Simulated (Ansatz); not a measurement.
(ZrO2)n: PBE-D4/def2-SVP single points in Ansatz on relaxed structures, gas phase. Each cluster is the lowest isomer that a short search found in that spin, judged at the geometry's level, and lower ones may exist. Core potentials for Zr, no spin–orbit coupling. Singlets are spin-restricted. The structures are stationary points that may keep the symmetry of their start.

```tsv
species	atoms	state	geometry	HOMO (eV)	LUMO (eV)	gap (eV)	point group (within 0.1 Å)
ZrO2	3	singlet	PBE0-D4/def2-TZVP	-5.14	-3.47	1.66	C2v
Zr4O8	12	singlet	PBE-D4/def2-SVP	-5.79	-3.08	2.70	Cs
```

Question: Estimate the rows for Zr3O6 (singlet, PBE-D4/def2-SVP geometry).

Answer: 
```csv
species,atoms,state,geometry,HOMO (eV),LUMO (eV),gap (eV),point group (within 0.1 Å)
Zr3O6,9,singlet,PBE-D4/def2-SVP,-5.66,-4.09,1.57,Cs
```

The gap (eV) runs from 1.57 (Zr3O6) to 2.70 (Zr4O8).
